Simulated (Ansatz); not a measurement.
Ansatz (a program for electronic structure) input (HF/6-31G*):

Ansatz 0.2 input:
```yaml
crystal:
  periodic: [false, false, false]
  atoms:
    - {symbol: N, position_ang: [-1.50361571, -0.74863069, 0.02304456]}
    - {symbol: Si, position_ang: [0.01388767, -0.01315807, 0.00590641]}
    - {symbol: O, position_ang: [0.57422330, -0.14985039, 1.57784971]}
    - {symbol: O, position_ang: [0.15180311, 1.58528695, -0.30922088]}
    - {symbol: O, position_ang: [0.89048688, -0.74498327, -1.14866689]}
    - {symbol: H, position_ang: [-1.84645581, -1.27347349, -0.75113697]}
    - {symbol: H, position_ang: [-2.08231008, -0.80903693, 0.83094235]}
    - {symbol: H, position_ang: [-0.22860260, 2.20825472, 0.29309737]}
    - {symbol: H, position_ang: [1.55614458, -0.22474279, -1.57659996]}
basis:
  gaussian:
    orbitals: 6-31G*
hamiltonian:
  xc: {name: HF}
magnetization: {spin_polarized: true, initial_magnetization: 1}
phonons: {temperatures: {t_min: 298.15, t_max: 298.15, t_step: 100}}
```

Output:

```
Functional definition: HF
integrals: 0.03 GiB planned
879 factors; integrals over basis functions are off by at most 3.3e-4 eV
mean field: 0.41 GiB planned
mean field evaluation 1: about -15510.8984 eV, gradient 4.3e1 eV
mean field evaluation 2: about -15510.9586 eV, gradient 4.3e1 eV
mean field evaluation 4: about -15519.2680 eV, gradient 6.1e0 eV
mean field evaluation 8: about -15521.4740 eV, gradient 1.9e0 eV
mean field evaluation 16: about -15521.5490 eV, gradient 2.6e-2 eV
mean field evaluation 32: about -15521.4318 eV, gradient 2.8e-1 eV
mean field evaluation 64: about -15521.3511 eV, gradient 5.1e-1 eV
mean field evaluation 96: about -15519.3667 eV, gradient 1.4e0 eV
mean field evaluation 128: about -15521.5490 eV, gradient 6.6e-4 eV
mean field -15521.54895862 eV, -570.4064033457 hartree, gradient 1.0e-5 eV, S^2 0.755605; 2 other end points of the search recorded, 0 dependent functions left out
the calculation of the forces begins
reference -15521.54895862 eV, -570.4064033457 hartree; 25, 24 occupied and 62, 63 virtual orbitals, 879 factors
these checks for a lower state are left out or cut short: stability, starts, cluster_reference, orbital_swaps, neighbouring_geometries, increment
integrals: 0.03 GiB planned
879 factors; integrals over basis functions are off by at most 3.3e-4 eV
mean field: 0.41 GiB planned
mean field -15521.54877625 eV, -570.4063966434 hartree, gradient 1.4e-6 eV, S^2 0.755604; 0 other end points of the search recorded, 0 dependent functions left out
the calculation of the forces begins
reference -15521.54877625 eV, -570.4063966434 hartree; 25, 24 occupied and 62, 63 virtual orbitals, 879 factors
these checks for a lower state are left out or cut short: stability, starts, cluster_reference, orbital_swaps, neighbouring_geometries, increment
integrals: 0.03 GiB planned
879 factors; integrals over basis functions are off by at most 3.3e-4 eV
mean field: 0.41 GiB planned
mean field -15521.54877241 eV, -570.4063965024 hartree, gradient 1.4e-6 eV, S^2 0.755606; 0 other end points of the search recorded, 0 dependent functions left out
the calculation of the forces begins
reference -15521.54877241 eV, -570.4063965024 hartree; 25, 24 occupied and 62, 63 virtual orbitals, 879 factors
these checks for a lower state are left out or cut short: stability, starts, cluster_reference, orbital_swaps, neighbouring_geometries, increment
integrals: 0.03 GiB planned
879 factors; integrals over basis functions are off by at most 3.3e-4 eV
mean field: 0.41 GiB planned
mean field -15521.54887779 eV, -570.4064003749 hartree, gradient 3.6e-6 eV, S^2 0.755605; 0 other end points of the search recorded, 0 dependent functions left out
the calculation of the forces begins
reference -15521.54887779 eV, -570.4064003749 hartree; 25, 24 occupied and 62, 63 virtual orbitals, 879 factors
these checks for a lower state are left out or cut short: stability, starts, cluster_reference, orbital_swaps, neighbouring_geometries, increment
integrals: 0.03 GiB planned
879 factors; integrals over basis functions are off by at most 3.3e-4 eV
mean field: 0.41 GiB planned
mean field -15521.54887389 eV, -570.4064002318 hartree, gradient 2.1e-6 eV, S^2 0.755605; 0 other end points of the search recorded, 0 dependent functions left out
the calculation of the forces begins
reference -15521.54887389 eV, -570.4064002318 hartree; 25, 24 occupied and 62, 63 virtual orbitals, 879 factors
these checks for a lower state are left out or cut short: stability, starts, cluster_reference, orbital_swaps, neighbouring_geometries, increment
integrals: 0.03 GiB planned
879 factors; integrals over basis functions are off by at most 3.3e-4 eV
mean field: 0.41 GiB planned
mean field evaluation 160: about -15521.4587 eV, gradient 3.2e-1 eV
mean field -15521.54873266 eV, -570.4063950418 hartree, gradient 3.1e-6 eV, S^2 0.755605; 0 other end points of the search recorded, 0 dependent functions left out
the calculation of the forces begins
reference -15521.54873266 eV, -570.4063950418 hartree; 25, 24 occupied and 62, 63 virtual orbitals, 879 factors
these checks for a lower state are left out or cut short: stability, starts, cluster_reference, orbital_swaps, neighbouring_geometries, increment
integrals: 0.03 GiB planned
879 factors; integrals over basis functions are off by at most 3.3e-4 eV
mean field: 0.41 GiB planned
mean field -15521.54872943 eV, -570.4063949229 hartree, gradient 3.1e-6 eV, S^2 0.755604; 0 other end points of the search recorded, 0 dependent functions left out
the calculation of the forces begins
reference -15521.54872943 eV, -570.4063949229 hartree; 25, 24 occupied and 62, 63 virtual orbitals, 879 factors
these checks for a lower state are left out or cut short: stability, starts, cluster_reference, orbital_swaps, neighbouring_geometries, increment
[...]
the calculation of the forces begins
reference -15521.54884575 eV, -570.4063991977 hartree; 25, 24 occupied and 62, 63 virtual orbitals, 879 factors
these checks for a lower state are left out or cut short: stability, starts, cluster_reference, orbital_swaps, neighbouring_geometries, increment
integrals: 0.03 GiB planned
879 factors; integrals over basis functions are off by at most 3.3e-4 eV
mean field: 0.41 GiB planned
mean field -15521.54892890 eV, -570.4064022535 hartree, gradient 2.0e-6 eV, S^2 0.755604; 0 other end points of the search recorded, 0 dependent functions left out
the calculation of the forces begins
reference -15521.54892890 eV, -570.4064022535 hartree; 25, 24 occupied and 62, 63 virtual orbitals, 879 factors
these checks for a lower state are left out or cut short: stability, starts, cluster_reference, orbital_swaps, neighbouring_geometries, increment
integrals: 0.03 GiB planned
879 factors; integrals over basis functions are off by at most 3.3e-4 eV
mean field: 0.41 GiB planned
mean field -15521.54892687 eV, -570.4064021787 hartree, gradient 1.5e-6 eV, S^2 0.755605; 0 other end points of the search recorded, 0 dependent functions left out
the calculation of the forces begins
reference -15521.54892687 eV, -570.4064021787 hartree; 25, 24 occupied and 62, 63 virtual orbitals, 879 factors
these checks for a lower state are left out or cut short: stability, starts, cluster_reference, orbital_swaps, neighbouring_geometries, increment
integrals: 0.03 GiB planned
879 factors; integrals over basis functions are off by at most 3.3e-4 eV
mean field: 0.41 GiB planned
mean field -15521.54886717 eV, -570.4063999847 hartree, gradient 1.7e-6 eV, S^2 0.755605; 0 other end points of the search recorded, 0 dependent functions left out
the calculation of the forces begins
reference -15521.54886717 eV, -570.4063999847 hartree; 25, 24 occupied and 62, 63 virtual orbitals, 879 factors
these checks for a lower state are left out or cut short: stability, starts, cluster_reference, orbital_swaps, neighbouring_geometries, increment
integrals: 0.03 GiB planned
879 factors; integrals over basis functions are off by at most 3.3e-4 eV
mean field: 0.41 GiB planned
mean field -15521.54886972 eV, -570.4064000785 hartree, gradient 1.9e-6 eV, S^2 0.755605; 0 other end points of the search recorded, 0 dependent functions left out
the calculation of the forces begins
reference -15521.54886972 eV, -570.4064000785 hartree; 25, 24 occupied and 62, 63 virtual orbitals, 879 factors
these checks for a lower state are left out or cut short: stability, starts, cluster_reference, orbital_swaps, neighbouring_geometries, increment
integrals: 0.03 GiB planned
879 factors; integrals over basis functions are off by at most 3.3e-4 eV
mean field: 0.41 GiB planned
mean field evaluation 416: about -15521.5489 eV, gradient 1.2e-6 eV
mean field -15521.54888163 eV, -570.4064005162 hartree, gradient 1.3e-6 eV, S^2 0.755605; 0 other end points of the search recorded, 0 dependent functions left out
the calculation of the forces begins
reference -15521.54888163 eV, -570.4064005162 hartree; 25, 24 occupied and 62, 63 virtual orbitals, 879 factors
these checks for a lower state are left out or cut short: stability, starts, cluster_reference, orbital_swaps, neighbouring_geometries, increment
integrals: 0.03 GiB planned
879 factors; integrals over basis functions are off by at most 3.3e-4 eV
mean field: 0.41 GiB planned
mean field -15521.54888385 eV, -570.4064005978 hartree, gradient 1.3e-6 eV, S^2 0.755605; 0 other end points of the search recorded, 0 dependent functions left out
the calculation of the forces begins
reference -15521.54888385 eV, -570.4064005978 hartree; 25, 24 occupied and 62, 63 virtual orbitals, 879 factors
these checks for a lower state are left out or cut short: stability, starts, cluster_reference, orbital_swaps, neighbouring_geometries, increment
integrals: 0.03 GiB planned
879 factors; integrals over basis functions are off by at most 3.3e-4 eV
mean field: 0.41 GiB planned
mean field -15521.54886508 eV, -570.4063999079 hartree, gradient 1.9e-6 eV, S^2 0.755605; 0 other end points of the search recorded, 0 dependent functions left out
the calculation of the forces begins
reference -15521.54886508 eV, -570.4063999079 hartree; 25, 24 occupied and 62, 63 virtual orbitals, 879 factors
these checks for a lower state are left out or cut short: stability, starts, cluster_reference, orbital_swaps, neighbouring_geometries, increment
integrals: 0.03 GiB planned
879 factors; integrals over basis functions are off by at most 3.3e-4 eV
mean field: 0.41 GiB planned
mean field -15521.54886244 eV, -570.4063998110 hartree, gradient 1.8e-6 eV, S^2 0.755605; 0 other end points of the search recorded, 0 dependent functions left out
the calculation of the forces begins
reference -15521.54886244 eV, -570.4063998110 hartree; 25, 24 occupied and 62, 63 virtual orbitals, 879 factors
these checks for a lower state are left out or cut short: stability, starts, cluster_reference, orbital_swaps, neighbouring_geometries, increment
integrals: 0.03 GiB planned
879 factors; integrals over basis functions are off by at most 3.3e-4 eV
mean field: 0.41 GiB planned
mean field -15521.54890092 eV, -570.4064012251 hartree, gradient 1.5e-6 eV, S^2 0.755605; 0 other end points of the search recorded, 0 dependent functions left out
the calculation of the forces begins
reference -15521.54890092 eV, -570.4064012251 hartree; 25, 24 occupied and 62, 63 virtual orbitals, 879 factors
these checks for a lower state are left out or cut short: stability, starts, cluster_reference, orbital_swaps, neighbouring_geometries, increment
integrals: 0.03 GiB planned
879 factors; integrals over basis functions are off by at most 3.3e-4 eV
mean field: 0.41 GiB planned
mean field -15521.54890003 eV, -570.4064011925 hartree, gradient 1.6e-6 eV, S^2 0.755605; 0 other end points of the search recorded, 0 dependent functions left out
the calculation of the forces begins
reference -15521.54890003 eV, -570.4064011925 hartree; 25, 24 occupied and 62, 63 virtual orbitals, 879 factors
these checks for a lower state are left out or cut short: stability, starts, cluster_reference, orbital_swaps, neighbouring_geometries, increment
integrals: 0.03 GiB planned
879 factors; integrals over basis functions are off by at most 3.3e-4 eV
mean field: 0.41 GiB planned
mean field evaluation 448: about -15521.4589 eV, gradient 3.1e-1 eV
mean field -15521.54891362 eV, -570.4064016918 hartree, gradient 3.0e-6 eV, S^2 0.755605; 0 other end points of the search recorded, 0 dependent functions left out
the calculation of the forces begins
reference -15521.54891362 eV, -570.4064016918 hartree; 25, 24 occupied and 62, 63 virtual orbitals, 879 factors
these checks for a lower state are left out or cut short: stability, starts, cluster_reference, orbital_swaps, neighbouring_geometries, increment
integrals: 0.03 GiB planned
879 factors; integrals over basis functions are off by at most 3.3e-4 eV
mean field: 0.41 GiB planned
mean field -15521.54891523 eV, -570.4064017511 hartree, gradient 3.0e-6 eV, S^2 0.755605; 0 other end points of the search recorded, 0 dependent functions left out
the calculation of the forces begins
reference -15521.54891523 eV, -570.4064017511 hartree; 25, 24 occupied and 62, 63 virtual orbitals, 879 factors
Total energy: -15521.54895862 eV, -570.4064033457 hartree
Atom 0 at    -1.503616    -0.748631     0.023045 Å, force     0.000908     0.000804     0.000678 eV/Å
Atom 1 at     0.013888    -0.013158     0.005906 Å, force    -0.000165    -0.000179     0.000088 eV/Å
Atom 2 at     0.574223    -0.149850     1.577850 Å, force    -0.000475    -0.000088    -0.000839 eV/Å
Atom 3 at     0.151803     1.585287    -0.309221 Å, force    -0.000614     0.000686     0.000769 eV/Å
Atom 4 at     0.890487    -0.744983    -1.148667 Å, force    -0.000372    -0.000462     0.000510 eV/Å
Atom 5 at    -1.846456    -1.273473    -0.751137 Å, force    -0.000094    -0.000277    -0.000249 eV/Å
Atom 6 at    -2.082310    -0.809037     0.830942 Å, force    -0.000003    -0.000091    -0.000127 eV/Å
Atom 7 at    -0.228603     2.208255     0.293097 Å, force     0.000370    -0.000570    -0.000483 eV/Å
Atom 8 at     1.556145    -0.224743    -1.576600 Å, force     0.000446     0.000177    -0.000348 eV/Å
Dipole moment:    -0.366060     0.208237    -0.077343 e Å
Vibrations: 159.18 224.78 283.42 284.47 313.20 342.67 359.66 393.92 426.98 794.59 852.01 900.55 926.54 940.19 1046.48 1070.18 1752.17 3829.65 3931.32 4138.69 4147.06 cm⁻¹, zero-point energy 1.681082 eV
```

The blocks after the first are displaced geometries, from whose forces the wavenumbers follow.
